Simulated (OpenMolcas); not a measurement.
# Ag⁶⁺: effect of the IPEA shift

- Program: OpenMolcas
- Basis: ANO-RCC-VQZP [8s7p5d3f2g1h]
- Scalar Hamiltonian: DKH2, point nucleus
- Active space: 5 electrons in 5 orbitals (4d)
- State averaging: 2S+1 = 6 even, 1 root; 2S+1 = 4 even, 24 roots; 2S+1 = 2 even, 75 roots
- Spin-orbit coupling: RASSI with atomic mean-field integrals over the reference wave functions, term energies averaged over their components

Methods on the same reference wave functions:
A. CASSCF
B. MS-CASPT2, IPEA 0 Eh, imaginary shift 0.1 Eh (closed shells correlated: 4s 4p)
C. MS-CASPT2, IPEA 0.25 Eh, imaginary shift 0.1 Eh (closed shells correlated: 4s 4p)

Energies in cm-1 above 4d5 6S 5/2, the measured ground level; measured values from the list in Gamrath, thesis, University of Mons (2023).

```csv
Level,A,B,C,Measured
4d5 6S 5/2,0.0,0.0,0.0,0.0
4d5 4G 5/2,35221,31050,31170,29390
4d5 4G 7/2,35900,31910,32010,30378
4d5 4G 11/2,36081,32170,32260,30662
4d5 4G 9/2,36280,32370,32460,30907
4d5 4P 3/2 [55 %],40097,34670,34860,32994
4d5 4P 1/2 [68 %],41492,36180,36380,34605
4d5 4D 7/2,44037,38120,38270,36485
4d5 4D 1/2 [69 %],45824,40120,40290,38685
4d5 4D 5/2 [56 %],46520,40760,40970,39299
4d5 4D 3/2 [55 %],46772,41160,41340,
4d5 2I 11/2,51126,46300,46620,44011
4d5 2I 13/2,52394,47700,48010,45546
4d5 2D 3/2(1) [55 %],57401,50230,50630,
4d5 4F 9/2 [62 %],58698,51580,51880,49104
4d5 4F 5/2,60408,53420,53650,51049
4d5 2F 7/2(1) [52 %],62061,55210,55570,
4d5 2H 9/2 [51 %],62937,56220,56630,
4d5 4F 3/2 [55 %],63018,55920,56250,
4d5 2G 7/2(1),66005,58220,58740,
4d5 2H 11/2,66238,60160,60610,57962
4d5 2F 7/2(2),70743,62000,62440,59792
4d5 2S 1/2,76881,66160,66860,
4d5 2D 3/2(2),85314,74610,75260,
```

Deviations, from unrounded energies. A percentage is the sum of absolute deviations over the sum of measured energies, with the sign that they share, or ± where signs differ.

```
                        Against measurement  Levels      A     B     C
             mean absolute deviation (cm-1)      15   7300  1800  2100
other terms of the ground configuration (%)      15  +18.0  +4.5  +5.1
```

B lies closest to measurement on these levels and A furthest from it. The largest miss of B in the table is 4d5 4F 9/2 [62 %], by +2500 cm-1. The ranking rests on the paired levels alone, and a cruder setting can come out closer through cancelling errors.

Between B and C the level of the table that moves most is 4d5 2S 1/2, by 700 cm-1 (lowest in B, highest in C). Moves below CASPT2's spread within the term are not significant.

The mean deviations of B to C differ by less than CASPT2's widest spread within a term (460 cm-1), so their order carries little weight.

From A to B the spin-free energies of the other terms of 4d5 shown, above 6S, scale by factors of 0.86 to 0.91, as is usual when dynamic correlation screens the repulsion within a d or f shell.

The lowest spin-free term lies below A's lowest term by 0.374 hartree in B, 0.365 hartree in C.

CASPT2 breaks the degeneracy within a term, and the mean is taken; among the terms shown or strongly mixed into the levels shown the widest spread is 460 cm-1 (4d5 4F, C). Without dynamic correlation excited terms often stand tens of per cent too high (terms of higher spin than the ground term too low), and those without a measured partner can miss by more than the paired ones (holds for A). Blocks of more than 70 roots (2S+1 = 2 even) ran without multistate coupling (holds for B; C). Measured partners are found by configuration, term and J. A level has none where our copy of the source lacks it or the pairing is in doubt (some pairs that miss far off the trend of their configuration count as doubtful), and it then counts in no deviation. Only configurations of the active space appear. The table leaves out levels that lie high or whose names do not pair safely across all columns.

A share in square brackets marks a mixed level and gives the weight of the term that names it, the lowest over the columns. A number in round brackets counts repeated terms of one configuration in the order of the reference energies.
